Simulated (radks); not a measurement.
Question: The mean radii <r> (bohr) of the occupied orbitals of an atom or ion are listed with their occupations. Calculated with a radial shooting solver on a logarithmic mesh with Libxc functionals: Dirac Kohn-Sham, PBEsol, spin-unpolarised, spherical densities, finite nucleus; Fermi nuclear charge, rms radius of each element as measured or else 0.836 A^(1/3) + 0.57 fm.

orbital  occ.      <r>
1s1/2       2  0.09698
2s1/2       2   0.4784
2p1/2       2   0.4396
2p3/2       4   0.4418
3s1/2       2    1.521
3p1/2       1    1.659

Name the element and its charge. Open shells, if any, fill j = l - 1/2 first.

Answer: Z = 16, sulfur, charge +3: S3+ in [Ne] 3s2 3p1. The 1s radius gives Z: for a bare nucleus <r> = (2 gamma + 1)/(2Z) with gamma = sqrt(1 - (Z/c)^2), 0.09332 bohr for Z = 16, and screening makes it slightly larger (0.09698 here). The occupations add up to 13, and the charge is Z minus that.
